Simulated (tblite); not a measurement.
C₄H₆ClO₂Si (doublet state).
Atom-mapped SMILES: `[CH2:1]=[CH:2][C@H:3]1[CH2:4][O:5][Si:6]([Cl:7])[O:8]1` (hydrogens: H9, H10 on C1; H11 on C2; H12 on C3; H13, H14 on C4)

Computed geometry: GFN2-xTB, gas phase. This method treats the open shell by occupation alone, without spin polarisation.

Problem. List the bond lengths, angles and torsions at this level.

Solution. 
```json
{"bond": "C1=C2", "length (bohr)": "2.493"}
{"bond": "C2–C3", "length (bohr)": "2.828"}
{"bond": "C3–C4", "length (bohr)": "2.933"}
{"bond": "C4–O5", "length (bohr)": "2.641"}
{"bond": "O5–Si6", "length (bohr)": "3.110"}
{"bond": "Si6–Cl7", "length (bohr)": "3.812"}
{"bond": "Si6–O8", "length (bohr)": "3.096"}
{"bond": "C3–O8", "length (bohr)": "2.668"}
{"bond": "C1–H9", "length (bohr)": "2.036"}
{"bond": "C1–H10", "length (bohr)": "2.034"}
{"bond": "C2–H11", "length (bohr)": "2.045"}
{"bond": "C3–H12", "length (bohr)": "2.068"}
{"bond": "C4–H13", "length (bohr)": "2.068"}
{"bond": "C4–H14", "length (bohr)": "2.065"}
```

A selection of angles:
```json
{"angle": "C2–C1–H9", "degrees": "121.7"}
{"angle": "C2–C1–H10", "degrees": "121.8"}
{"angle": "H9–C1–H10", "degrees": "116.6"}
{"angle": "C1–C2–C3", "degrees": "124.3"}
{"angle": "C1–C2–H11", "degrees": "121.4"}
{"angle": "C3–C2–H11", "degrees": "114.4"}
{"angle": "C2–C3–C4", "degrees": "110.9"}
{"angle": "C2–C3–O8", "degrees": "109.4"}
{"angle": "C2–C3–H12", "degrees": "110.8"}
{"angle": "C4–C3–O8", "degrees": "106.9"}
{"angle": "C4–C3–H12", "degrees": "111.0"}
{"angle": "O8–C3–H12", "degrees": "107.7"}
{"angle": "C3–C4–O5", "degrees": "108.5"}
{"angle": "C3–C4–H13", "degrees": "110.7"}
{"angle": "C3–C4–H14", "degrees": "111.0"}
{"angle": "O5–C4–H13", "degrees": "108.8"}
{"angle": "O5–C4–H14", "degrees": "108.6"}
{"angle": "H13–C4–H14", "degrees": "109.3"}
{"angle": "C4–O5–Si6", "degrees": "112.4"}
{"angle": "O5–Si6–Cl7", "degrees": "111.0"}
{"angle": "O5–Si6–O8", "degrees": "96.2"}
{"angle": "Cl7–Si6–O8", "degrees": "114.7"}
{"angle": "C3–O8–Si6", "degrees": "112.9"}
```

Torsions: C1–C2–C3–C4 121° (anticlinal); C2–C3–C4–O5 100° (anticlinal); C3–C4–O5–Si6 15° (synperiplanar); C4–O5–Si6–Cl7 -125° (anticlinal); O5–Si6–O8–C3 -7° (synperiplanar); C2–C3–O8–Si6 -105° (anticlinal).

The 3 C–C bonds span 1.319 Å (C1=C2, drawn double) to 1.552 Å (C3–C4, drawn single), a spread of 0.233 Å. C1 (carbon bonded to C and 2 H) is planar (angles 121.8°, 121.7° and 116.6°, sum 360.0°, 0.00 Å off the plane of its three neighbours). Si6 (silicon bonded to Cl and 2 O) is pyramidal (angles 114.7°, 111.0° and 96.2°, sum 321.9°, 0.64 Å off the plane of its three neighbours). Of the pairs four or more bonds apart, Si6···H11 is among the closest relative to their van der Waals radii: 3.31 Å, 100 % of the sum of Bondi's values. O8 (oxygen bonded to C and Si) is bent (angle 112.9°). C2 (carbon bonded to 2 C and H) is planar (angles 124.3°, 121.4° and 114.4°, sum 360.0°, 0.01 Å off the plane of its three neighbours). The 5-membered ring C3–C4–O5–Si6–O8 has internal angles of 96.2° to 112.9°; it is puckered, 0.07 Å rms from its mean plane, widest ring torsion 19°.

Point group: C1 (no symmetry element, even within 0.4 Å). Its GFN2-xTB frequencies are all real (lowest 42 cm⁻¹).

One conformer stands for the species.
